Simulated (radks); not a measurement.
Spherical quantum dot in the effective-mass picture: electrons in a parabolic well V = omega^2 r^2 / 2 with omega = 0.397, with a point charge +1 (a donor) at the centre, all in effective atomic units (hartree* = m*/eps^2 hartree, bohr* = eps/m* bohr), one dielectric constant everywhere. Calculated with a radial shooting solver with Libxc functionals: non-relativistic Kohn-Sham, PBEsol, spin-polarised, spherical densities. Levels are named by radial order and angular momentum (1s, 1p, 1d, 2s, ...), and open shells are averaged over m. Results are scaled to m* = 0.168 and eps = 15, for which hartree* = 20.32 meV and bohr* = 4.725 nm.

N = 11, configuration 1s2 1p6 1d(up 1, down 0) 2s2. This is the lowest configuration that the search found. Occupied and some empty levels:

level    occupation  eigenvalue (meV)  <r> (nm)
1s up             1            68.424     10.06
1s down           1            68.540     9.897
1p up             3            73.662     15.08
1p down           3            73.917     15.01
2s up             1            76.869     13.86
2s down           1            77.066     13.95
1d up             1            78.217     17.16
1d down           0            78.512     17.14
1f up             0            83.277     18.77
1f down           0            83.583     18.78
2p up             0            84.954     16.43
2p down           0            85.136     16.46
1g up             0            88.793     20.17
1g down           0            89.094     20.19

Energy (meV): total 463.069, kinetic 78.167, external 79.095, Hartree 367.39, exchange-correlation -61.583.
